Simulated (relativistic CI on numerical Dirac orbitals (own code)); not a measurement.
## Excitation temperature from two lines of Cl II

Problem. In an optically thin plasma whose excited levels follow a Boltzmann distribution, the energy emitted in Cl II 4794.55 Å and 4132.50 Å has the ratio 9.23 (an assumed reading, corrected for the detector). Tabulated data (NIST Handbook of Basic Atomic Spectroscopic Data): upper levels 128730.8 and 153258.6 cm⁻¹, g = 7 and 5, A = 1.04 × 10^8 and 1.60 × 10^8 s⁻¹. Calculate the temperature, its uncertainty for 15 % in the ratio of intensities and A values together, and the strength of these other lines with tabulated A (λ in Å, g, A, upper level): 4810.06, 5, 9.90 × 10^7, 128663.6; 5392.12, 7, 1.00 × 10^8, 147607.4; 4904.78, 7, 8.10 × 10^7, 147127.6; 5078.26, 7, 7.70 × 10^7, 146470.6.

Working.
1. The emitted power of a line is proportional to (gA/λ) exp(−E/kT), so I₁/I₂ = (g₁A₁λ₂/g₂A₂λ₁) exp[(E₂ − E₁)/kT].
2. The prefactor is 0.7843 and E₂ − E₁ = 24527.8 cm⁻¹ = 3.041 eV.
3. kT = (E₂ − E₁)/ln(9.23/0.7843) = 24527.8/2.4654 = 9949 cm⁻¹ = 1.234 eV, or T = 14310 K.
4. δT/T = (kT/ΔE) × 15 % = 6.1 %; lines whose upper levels lie far apart give the better thermometer.
5. Other lines relative to the first: 4810.06 Å: 0.68, 5392.12 Å: 0.13, 4904.78 Å: 0.12, 5078.26 Å: 0.12.

Remark. Dense plasmas such as arcs and laser-ablation plumes come near a Boltzmann distribution among excited levels, though their strong lines may be self-absorbed. Low-pressure etch and deposition plasmas, at 10¹⁰ to 10¹³ electrons per cm³, do not: there the number found is an excitation temperature of these levels and not the electron temperature.
